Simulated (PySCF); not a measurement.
DMAc (C₄H₉NO), SMILES C(C)(=O)N(C)C.

Geometry optimised at B3LYP-D3(BJ)/def2-SVP.

Computed with B3LYP-D3(BJ)/def2-SVP (PySCF).

No scaling factor is applied to the harmonic values.

Q: List the normal modes with their intensities. (The exact figures need the calculation; the answer reports its results.)

A: 
```csv
mode,ν (cm⁻¹),IR (km/mol),moving atoms (share of kinetic energy)
1,61,0.0,"H 80 %, N 15 %"
2,111,1.2,"H 44 %, C 28 %, O 25 %"
3,155,0.6,"H 77 %, C 20 %"
4,187,1.1,H 92 %
5,254,3.8,"H 51 %, N 38 %, C 10 %"
6,325,4.5,"C 54 %, H 28 %, O 13 %"
7,404,2.6,"C 53 %, H 36 %, O 9 %"
8,471,8.5,"C 36 %, H 29 %, O 22 %, N 13 %"
9,592,3.8,"C 51 %, H 33 %, O 9 %"
10,599,9.2,"C 48 %, O 33 %, H 14 %"
11,744,1.0,"C 62 %, H 23 %, O 14 %"
12,971,2.9,"H 43 %, C 41 %, O 12 %"
13,1020,59.8,"H 55 %, C 31 %, N 13 %"
14,1034,4.2,"H 52 %, C 46 %"
15,1073,2.9,"H 73 %, C 25 %"
16,1117,0.1,"H 80 %, C 20 %"
17,1168,1.4,"H 70 %, C 19 %, N 10 %"
18,1196,80.8,"C 53 %, H 40 %"
19,1304,36.5,"N 61 %, C 25 %, H 11 %"
20,1366,10.4,"H 73 %, C 22 %"
21,1411,15.8,"H 84 %, C 13 %"
22,1427,151.6,"H 52 %, C 28 %, N 19 %"
23,1440,1.6,"H 87 %, C 11 %"
24,1451,10.6,H 97 %
25,1460,20.2,"H 87 %, C 12 %"
26,1470,4.5,H 97 %
27,1478,8.1,H 93 %
28,1480,9.9,H 96 %
29,1531,80.0,"H 63 %, N 23 %, C 12 %"
30,1784,331.9,"C 65 %, O 32 %"
31,2995,38.6,H 96 %
32,3005,83.3,H 97 %
33,3041,5.6,H 97 %
34,3046,47.2,"H 90 %, C 10 %"
35,3062,27.7,"H 90 %, C 10 %"
36,3118,8.7,"H 91 %, C 9 %"
37,3170,5.3,"H 91 %, C 9 %"
38,3175,0.4,"H 91 %, C 9 %"
39,3179,7.7,"H 91 %, C 9 %"
```
